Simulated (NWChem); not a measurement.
A series in which one site is exchanged, each optimised at PBE0/def2-SVP with NWChem, gas phase unless a solvent is named. Low-valent species are run as closed-shell singlets; no triplet was tried in these runs. Some are not confirmed as minima by frequencies. def2 effective core potentials on Sn; no spin-orbit coupling.

A: [F][Sn][Cl] (SnClF; site = Sn)
B: [F][Ge][Cl] (GeClF; site = Ge)
C: F[Si]Cl (SiClF; site = Si)
D: F[C]Cl (CClF; site = C)

Q: Rank them by dipole (D), PBE0/def2-SVP, lowest first.

A: D (0.96), C (1.13), B (2.18), A (3.47)
